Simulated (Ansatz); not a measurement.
Reaction (formal exchange of groups at a Mo–Cl bond): `[F][Mo](=[S])(=[S])[Cl]` + CH₄ → `[CH3][Mo]([F])(=[S])=[S]` + HCl

Calculated with Ansatz (gas phase, PBE0-D4/def2-TZVP geometries, no zero-point term in ΔE). CCSD(T)/CBS adds triple-zeta CCSD(T) − MP2 to the extrapolated MP2 energy (def2 sets, frozen cores). This one scheme is used for every species. Functionals use def2-TZVPP. Elements past krypton have def2 core potentials. For Mo outer-core shells are correlated without core-valence functions, which leaves a few kJ/mol of doubt a bond.

```tsv
level	ΔE (kcal/mol)	difference from CCSD(T)/CBS
revPBE-D4	32.7	2.1
PBE0-D4	31.4	0.8
CAM-B3LYP-D4	31.3	0.7
PBE-QIDH	32.9	2.3
revPBE	33.2	2.6
LC-ωPBE	29.4	-1.2
HF/def2-QZVPP	29.3	-1.3
MP2/def2-QZVPP	37.0	6.4
MP2/CBS(def2)	37.2	6.6
CCSD/CBS(def2)	28.8	-1.8
CCSD(T)/CBS	30.6	0
```

**Question.** What do rigid-rotor, harmonic-oscillator terms from PBE0-D4/def2-TZVP frequencies (298.15 K, 1 bar) make of the CCSD(T)/CBS value? (Estimate.)

**Answer.** Computed: ΔZPE = -2.4 kcal/mol, ΔH = +28.3 kcal/mol, ΔS = 7 J/(mol·K), ΔG = +27.8 kcal/mol.

Largest T1 diagnostic among the species: 0.025, so the coupled-cluster value is less sure than usual.

Leaving LDA and LC-ωPBE aside and taking each functional with its dispersion term where it has one, the values, not all of them listed here, spread over 4.4 kcal/mol, from ωB97M-V to B2PLYP. LDA lies −1.1 kcal/mol from PBE without D4. In def2-TZVPP, CCSD(T) changes the Hartree–Fock value by +1.0 kcal/mol (the triples alone add +1.8 kcal/mol) and MP2 by +7.6 kcal/mol.
